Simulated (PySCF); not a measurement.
## How the method changes the constants of CsC

State: ⁴Σ⁻ (quartet), unpaired electrons σ ↑, π ↑↑. Set-up: Cs def2-TZVP with ECP46, C def2-TZVP; scalar-relativistic core potentials (PySCF 2.14). De refers to Cs + C in their high-spin ground configurations, without counterpoise correction. The functionals are run spin-unrestricted. A positive dipole means Cs(−)C(+).

```json
{"Level": "UHF", "Re (Å)": "2.857", "ωe (cm⁻¹)": "296", "De (eV)": "1.53", "μ (D)": "-10.69"}
{"Level": "UHF-MP2", "Re (Å)": "2.783", "ωe (cm⁻¹)": "302", "De (eV)": "2.10", "μ (D)": "n/a"}
{"Level": "UHF-SCS-MP2", "Re (Å)": "2.792", "ωe (cm⁻¹)": "300", "De (eV)": "1.87", "μ (D)": "n/a"}
{"Level": "UHF-CCSD", "Re (Å)": "2.798", "ωe (cm⁻¹)": "297", "De (eV)": "1.97", "μ (D)": "n/a"}
{"Level": "UHF-CCSD(T)", "Re (Å)": "2.793", "ωe (cm⁻¹)": "297", "De (eV)": "2.03", "μ (D)": "n/a"}
{"Level": "PBE", "Re (Å)": "2.756", "ωe (cm⁻¹)": "294", "De (eV)": "2.45", "μ (D)": "-8.32"}
{"Level": "r²SCAN", "Re (Å)": "2.766", "ωe (cm⁻¹)": "302", "De (eV)": "2.50", "μ (D)": "-9.08"}
{"Level": "M06-L", "Re (Å)": "2.785", "ωe (cm⁻¹)": "304", "De (eV)": "2.86", "μ (D)": "-9.62"}
{"Level": "TPSSh", "Re (Å)": "2.765", "ωe (cm⁻¹)": "304", "De (eV)": "2.44", "μ (D)": "-9.00"}
{"Level": "PBE0", "Re (Å)": "2.745", "ωe (cm⁻¹)": "308", "De (eV)": "2.35", "μ (D)": "-9.03"}
{"Level": "M06-2X", "Re (Å)": "2.759", "ωe (cm⁻¹)": "310", "De (eV)": "2.34", "μ (D)": "-9.56"}
```

Question: Which functional lies closest to UHF-CCSD(T) in De, which farthest, and by how much do they differ from it?

Answer: Closest is M06-2X (-3.4 pm in Re, +4.4 % in ωe, +0.31 eV in De against UHF-CCSD(T) in the same basis), farthest M06-L (-0.8 pm in Re, +2.4 % in ωe, +0.83 eV in De). CCSD(T) converges more slowly with the basis than the functionals do and binds too weakly in this one, so the order can change at the basis-set limit.

Question: What does a quarter of exact exchange do here, going from PBE to PBE0?

Answer: PBE0 less PBE: -1.1 pm in Re, +4.8 % in ωe, -0.10 eV in De. Exact exchange removes part of the self-interaction that spreads semilocal densities, and in most molecules shortens and stiffens the bond and lowers De; so it does here.

Question: What does the step from GGA to meta-GGA do here, going from PBE to r²SCAN?

Answer: r²SCAN less PBE: +1.0 pm in Re, +2.7 % in ωe, +0.05 eV in De. 

Correlated steps freeze 1 core orbital. These are scalar-relativistic numbers at best; spin–orbit coupling would shift them, the dissociation energy most. The state is the lowest determinant that a PBE0 search found; another state may lie lower at other levels.

The whole job (state search and all levels along the bond) took about 1.7 min on 1 thread of AMD EPYC 9R45 96-Core (shared host), peak memory 0.96 GiB.
